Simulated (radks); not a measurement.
All-electron atom: neutral mercury in [Xe] 4f14 5d9 6s2 7s1 (not the ground configuration). Method: Dirac Kohn-Sham, PBE, spin-unpolarised, spherical densities, finite nucleus; open shells fill j = l - 1/2 first; Fermi nuclear charge, rms radius 5.4648 fm; computed with a radial shooting solver on a logarithmic mesh with Libxc functionals.

Unscreened Slater integrals over Kohn-Sham orbitals (eV). Large and small components are both included. Empty in this configuration: 6p1/2.

| integral | value |
|---|---|
| F0(7s1/2,7s1/2) | 3.2005 |
| F0(7s1/2,6s1/2) | 4.0343 |
| G0(7s1/2,6s1/2) | 0.14892 |
| F0(7s1/2,5d5/2) | 4.1519 |
| G2(7s1/2,5d5/2) | 0.14128 |
| F0(7s1/2,5d3/2) | 4.1580 |
| G2(7s1/2,5d3/2) | 0.13362 |
| F0(7s1/2,6p1/2) | 3.9470 |
| G1(7s1/2,6p1/2) | 0.38550 |
| F0(6s1/2,6s1/2) | 9.9746 |
| F0(6s1/2,5d5/2) | 11.809 |
| G2(6s1/2,5d5/2) | 2.8094 |
| F0(6s1/2,5d3/2) | 11.899 |
| G2(6s1/2,5d3/2) | 2.5693 |
| F0(6s1/2,6p1/2) | 8.6239 |
| G1(6s1/2,6p1/2) | 5.4862 |
| F0(5d5/2,5d5/2) | 16.895 |
| F2(5d5/2,5d5/2) | 8.7054 |
| F4(5d5/2,5d5/2) | 5.7533 |
| F0(5d5/2,5d3/2) | 17.213 |
| F2(5d5/2,5d3/2) | 8.8715 |
| G2(5d5/2,5d3/2) | 8.8579 |
| G4(5d5/2,5d3/2) | 5.8603 |
| F0(5d5/2,6p1/2) | 9.6303 |
| G3(5d5/2,6p1/2) | 1.2770 |
| F0(5d3/2,5d3/2) | 17.552 |
| F2(5d3/2,5d3/2) | 9.0656 |
| F0(5d3/2,6p1/2) | 9.6774 |
| G1(5d3/2,6p1/2) | 1.5031 |
| F0(6p1/2,6p1/2) | 7.7270 |
